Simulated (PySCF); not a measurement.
Species: C4H9B.
Bonds: C1–B2, B2–C3, C3–C4, C4–C5, C3–C5. Hydrogens: H6, H7, H8 on C1; H9 on B2; H10 on C3; H11, H12 on C4; H13, H14 on C5.

A GFN2-xTB structure was refined with PySCF 2.14.0, PBE0-D3(BJ)/def2-SVP geometry optimisation, gas phase. Its GFN2-xTB values:

```csv
coordinate,GFN2-xTB
C1–B2,1.591 Å
C1–H6,1.118 Å
B2–C3,1.558 Å
B2–H9,1.197 Å
C3–C4,1.485 Å
C3–H10,1.069 Å
C4–C5,1.480 Å
C4–H11,1.096 Å
C4–H12,1.085 Å
C1–B2–C3,121.6°
B2–C3–C4,118.7°
B2–C3–C5,120.2°
C3–C4–C5,61.0°
C4–C3–C5,59.3°
C1–B2–C3–C4,144°
B2–C3–C4–C5,110°
```

How do these coordinates change at the PBE0-D3(BJ)/def2-SVP level?

```json
{"coordinate": "C3–C4", "PBE0-D3(BJ)/def2-SVP (Å or °)": "1.525", "change": "+0.040"}
{"coordinate": "C3–H10", "PBE0-D3(BJ)/def2-SVP (Å or °)": "1.096", "change": "+0.027"}
{"coordinate": "C1–B2", "PBE0-D3(BJ)/def2-SVP (Å or °)": "1.564", "change": "-0.027"}
{"coordinate": "B2–H9", "PBE0-D3(BJ)/def2-SVP (Å or °)": "1.219", "change": "+0.022"}
{"coordinate": "B2–C3", "PBE0-D3(BJ)/def2-SVP (Å or °)": "1.539", "change": "-0.019"}
{"coordinate": "C1–H6", "PBE0-D3(BJ)/def2-SVP (Å or °)": "1.108", "change": "-0.010"}
{"coordinate": "C4–H12", "PBE0-D3(BJ)/def2-SVP (Å or °)": "1.093", "change": "+0.008"}
{"coordinate": "C4–C5", "PBE0-D3(BJ)/def2-SVP (Å or °)": "1.475", "change": "-0.005"}
{"coordinate": "C4–H11", "PBE0-D3(BJ)/def2-SVP (Å or °)": "1.093", "change": "-0.003"}
{"coordinate": "C1–B2–C3", "PBE0-D3(BJ)/def2-SVP (Å or °)": "124.7", "change": "+3.1"}
{"coordinate": "B2–C3–C5", "PBE0-D3(BJ)/def2-SVP (Å or °)": "117.2", "change": "-3.0"}
{"coordinate": "C4–C3–C5", "PBE0-D3(BJ)/def2-SVP (Å or °)": "57.7", "change": "-1.6"}
{"coordinate": "C3–C4–C5", "PBE0-D3(BJ)/def2-SVP (Å or °)": "61.3", "change": "+0.3"}
{"coordinate": "B2–C3–C4", "PBE0-D3(BJ)/def2-SVP (Å or °)": "118.8", "change": "+0.1"}
{"coordinate": "C1–B2–C3–C4", "PBE0-D3(BJ)/def2-SVP (Å or °)": "153", "change": "+9"}
{"coordinate": "B2–C3–C4–C5", "PBE0-D3(BJ)/def2-SVP (Å or °)": "106", "change": "-4"}
```

The energy falls by 2.6 kcal/mol over 6 energy and gradient evaluations, the largest force component goes from 0.0264 to 3.9e-04 Eh/bohr, and the atoms move by 0.090 Å rms after alignment. The bond that changes most is C3–C4 (sp3 carbon bound to boron to three-membered-ring carbon), which lengthens by 0.040 Å. Bonds longer at the end by more than 0.005 Å: 7 of 14; shorter: 5. Rotational constants go from 14174, 2649, 2561 to 14220, 2646, 2558 MHz.

The run used 115 basis functions and 36 SCF cycles in all. Hardware: one thread, Arm Neoverse V2 (aarch64), no GPU (shared host). Cost: 21 s, 0.48 GiB resident at most.

Whether it is a minimum is left open (no frequencies). The numbers are those of one conformer.

Shape of the structure used: `[CH3:1][BH:2][CH:3]1[CH2:4][CH2:5]1`: C1–B2–C3–C4 153°.
